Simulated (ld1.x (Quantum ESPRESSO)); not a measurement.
Varying the TM potential for ruthenium

Base potential:

ruthenium (Ru), norm-conserving Troullier–Martins (Kleinman–Bylander form), made with ld1.x (Quantum ESPRESSO) 7.5 (PBE, scalar-relativistic). Core [Kr], reference 4d6 5s2 5p0. Waves: 5s (bound): rc 2.35 bohr; 5p (bound, empty): rc 3.75 bohr; 4d (bound): rc 2.20 bohr. Local part: all-electron potential smoothed inside 1.75 bohr (lloc = -1). Core correction: Bessel-smoothed model core, default radius (core density twice the valence density).

Cutoffs, loose and tight: the cutoffs (Ry, on a coarse ladder) from which the occupation-weighted sum of valence levels, in a spherical-Bessel basis at the reference potential, stays within 10 and 1 mRy of its value at 400 Ry. They do not see the model core or the augmentation charge, which bear on the density cutoff. Test errors are all-electron minus pseudo excitation energies from the reference, over the configurations 4d7 5s1 5p0; 4d7 5s0 5p0; 4d6 5s0 5p0; 4d5 5s0 5p0; 4d7.5 5s0.5 5p0; 4d7 5s0.5 5p0; 4d8 5s0 5p0. A dash means not determined; rows that change the core or the reference have their own tests.

A true bound ghost makes a file unfit for plane-wave use even where its test errors are small: the radial tests pick states by their node count and pass the ghost by.

| change | outcome | cutoff, loose | cutoff, tight | bound ghosts | largest test error (meV) |
| --- | --- | --- | --- | --- | --- |
| base | generated | 40 Ry | 50 Ry | s | -231 |
| wave 4d (bound): rc 2.20 bohr becomes 4d (bound): rc 1.40 bohr | generated | 55 Ry | 70 Ry | s | -248 |
| wave 4d (bound): rc 2.20 bohr becomes 4d (bound): rc 1.72 bohr | generated | 50 Ry | 60 Ry | s | -247 |
| wave 4d (bound): rc 2.20 bohr becomes 4d (bound): rc 2.08 bohr | generated | 45 Ry | 50 Ry | s | -237 |
| wave 4d (bound): rc 2.20 bohr becomes 4d (bound): rc 2.40 bohr | generated | 40 Ry | 45 Ry | s | -215 |
| wave 4d (bound): rc 2.20 bohr becomes 4d (bound): rc 2.66 bohr | generated | 35 Ry | 40 Ry | s | -163 |
| wave 4d (bound): rc 2.20 bohr becomes 4d (bound): rc 3.34 bohr | generated | 25 Ry | 35 Ry | s | -101 |

Question: What comes out with this change to the base: wave 4d (bound): rc 2.20 bohr becomes 4d (bound): rc 2.98 bohr?

Answer: outcome: generated; cutoff, loose: 30 Ry; cutoff, tight: 35 Ry; bound ghosts: s; largest test error (meV): -121.

Reading the sweep of the d radius (base included, trends over the rows without a ghost): Bound ghosts are found at 1.4, 1.72, 2.08, 2.2, 2.4, 2.66, 2.98, 3.34 bohr. Every judged row has one, so this setting neither creates nor removes them.
